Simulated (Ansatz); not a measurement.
C2H7BSSi (`BSC(=C)[SiH3]`) at its PBE0-D4/def2-TZVP geometry, where that method's forces vanish. The species carries charge 0 and has multiplicity 1.

```xyz
12

B    -1.0171    2.0553    0.4599
S    -1.3259    0.8790   -0.8022
C    -0.1947   -0.4617   -0.5795
C    -0.2692   -1.4681   -1.4521
Si    1.0646   -0.5038    0.8070
H    -1.7138    3.0211    0.4321
H    -0.1721    1.9005    1.2852
H     0.3941   -2.3226   -1.3745
H    -0.9876   -1.4760   -2.2678
H     0.4042   -0.4770    2.1358
H     2.0116    0.6349    0.7101
H     1.8059   -1.7816    0.6458
```

What forces (eV/Å) does ωB97M-V/def2-TZVPP give on these atoms in Ansatz 0.2.0? (Estimate.)

Ansatz gave: 
```
B1   0.033  0.105  0.118
S2  -0.175  0.139 -0.087
C3   0.133 -0.214 -0.018
C4   0.018  0.024  0.039
Si5  0.135 -0.038  0.122
H6   0.096 -0.127  0.009
H7  -0.116  0.023 -0.111
H8  -0.050  0.067 -0.004
H9   0.050  0.015  0.068
H10  0.073 -0.004 -0.157
H11 -0.112 -0.132  0.007
H12 -0.086  0.142  0.014
```
